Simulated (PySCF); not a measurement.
F4S, SMILES FS(F)(F)F (connectivity only; charge and spin as stated), charge +1, multiplicity 2. Atoms are numbered in the order given.

```xyz
5

F      1.1943     0.0000     0.7072
S      0.0000     0.0000    -0.2403
F      0.0000    -1.5652    -0.4936
F      0.0000     1.5652    -0.4936
F     -1.1943     0.0000     0.7072
```
Charge +1, spin multiplicity 2.

Geometry: PBE0-D3(BJ)/def2-SVP. The spin state was assumed, not searched.

All values below come from PySCF with PBE/pcH-1.

Unrestricted Kohn–Sham, ⟨S²⟩ = 0.752. Hyperfine tensors hold the contact and dipolar terms, without spin-orbit corrections.

Q: Estimate the hyperfine couplings. (The exact figures need the calculation; the answer reports its results.)

A: 
| nucleus | A(iso) (MHz) | A(iso) (G) | dipolar principal values (MHz) |
|---|---|---|---|
| 19F no. 1 | 78.2 | 27.9 | -86.0, -85.6, 171.5 |
| 33S no. 2 | 714.5 | 254.9 | -34.4, -24.2, 58.6 |
| 19F no. 3 | 319.8 | 114.1 | -533.4, -526.7, 1060.0 |
| 19F no. 4 | 319.8 | 114.1 | -533.4, -526.7, 1060.0 |
| 19F no. 5 | 78.2 | 27.9 | -86.0, -85.6, 171.5 |

Q: And the g tensor (effective nuclear charges for spin-orbit coupling, GIAO)? (Estimate from the structure and the level; the computed values follow.)

A: principal values 2.0000, 2.0053, 2.0118; isotropic 2.0057.
